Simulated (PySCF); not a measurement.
A calculated (revPBE, PySCF 2.14, x2c-QZVPPall with one added diffuse shell each of s, p, d, f, g type, the spin-free X2C one-electron Hamiltonian (Gaussian nucleus)) atom or ion has these occupied shells.

```tsv
shell	electrons	orbital energy (eV)	rms radius, mean of both spins (bohr)
1s α	1	-7020.2	0.0675
1s β	1	-7020.1	0.0675
2s α	1	-847.46	0.290
2s β	1	-844.86	0.290
2p α	3	-725.71	0.261
2p β	3	-723.73	0.261
3s α	1	-122.85	0.864
3s β	1	-116.76	0.864
3p α	3	-88.591	0.919
3p β	3	-82.595	0.919
3d α	5	-34.925	1.11
4p α	1	-17.545	2.96
```

(1) Name the element and its charge.

Answers

(1) Fe²⁺ (iron, charge +2), in [Ar] 3d5 4p1, high-spin 7P determinant (an excited configuration).
